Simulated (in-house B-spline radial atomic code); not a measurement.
## Al⁷⁺: [He] 2s2 2p2

Level of theory: non-relativistic TPSSh, spin-polarised, spherical fractional occupations, point nucleus; calculated with an all-electron radial atomic-structure program (B-spline basis).

Z_r = [3n² - l(l+1)]/(2<r>); Z_e = n√(-2ε); the last column is Slater's effective charge. Values are occupation-weighted means over spin.

| shell | electrons | ε (eV) | <r> (bohr) | Z_r | Z_e | Slater |
| --- | --- | --- | --- | --- | --- | --- |
| 1s | 2 | -1760.5 | 0.1198 | 12.52 | 11.38 | 12.70 |
| 2s | 2 | -293.05 | 0.5527 | 10.86 | 9.28 | 10.25 |
| 2p | 2 | -264.94 | 0.4915 | 10.17 | 8.83 | 10.25 |

The least bound orbital is 2p up at -264.9 eV, while the most diffuse is 2s down (<r> = 0.5567 bohr against 0.4915 bohr): energy order and size order differ.

The density falls to 0.001 bohr⁻³ at 1.53 bohr; Σ<r²> = 1.3453 bohr² gives, by the non-relativistic formula and without the paramagnetism of open shells, a Langevin diamagnetic susceptibility of -1.065×10⁻⁶ cm³/mol.

Caution: exact exchange at fractional occupations of open shells leaves self-interaction of up to several eV.
